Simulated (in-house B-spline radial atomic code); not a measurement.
## Binding energies in Xe7+

NIST's tabulated ground configuration is [Kr] 4d10 5s1; each binding energy is the energy of the ion with one electron taken from that subshell, relaxed, less that of the parent. Computed with a B-spline radial code for spherical atoms: Dirac-Hartree-Fock, average of configuration, Fermi nucleus of rms radius 4.7859 fm. Energies include first-order Breit, QED and recoil terms.

```csv
subshell,X-ray name,binding energy (eV),-ε (eV),relaxation (eV)
2p1/2,L2,5207.1,5256.2,36.2
2p3/2,L3,4886.6,4930.3,34.8
3p1/2,M2,1103.5,1118.4,12.9
3p3/2,M3,1041.3,1054.9,12.4
3d3/2,M4,787.5,802.1,14.0
3d5/2,M5,774.8,788.8,13.8
4p1/2,N2,264.3,267.2,2.6
4p3/2,N3,251.8,254.3,2.4
4d3/2,N4,163,165.0,2.0
4d5/2,N5,161,162.9,1.9
5s,O1,104.2,104.4,0.2
```

Relaxation = -ε minus the binding energy without Breit, QED and recoil terms.

Emission lines follow as differences of binding energies, with λ = 12398.42 eV·Å / E:

```json
{"line": "L3-M5", "holes": "2p3/2 → 3d5/2", "energy (eV)": "4111.8", "wavelength (Å)": "3.0153"}
{"line": "L2-M4", "holes": "2p1/2 → 3d3/2", "energy (eV)": "4419.6", "wavelength (Å)": "2.8053"}
{"line": "L2-N4", "holes": "2p1/2 → 4d3/2", "energy (eV)": "5044.1", "wavelength (Å)": "2.458"}
```

(1) What does it cost to remove both a 2p1/2 and a 4d5/2 electron?

## Answers

(1) 5398.4 eV, which is 30.33 eV more than the two single binding energies together.
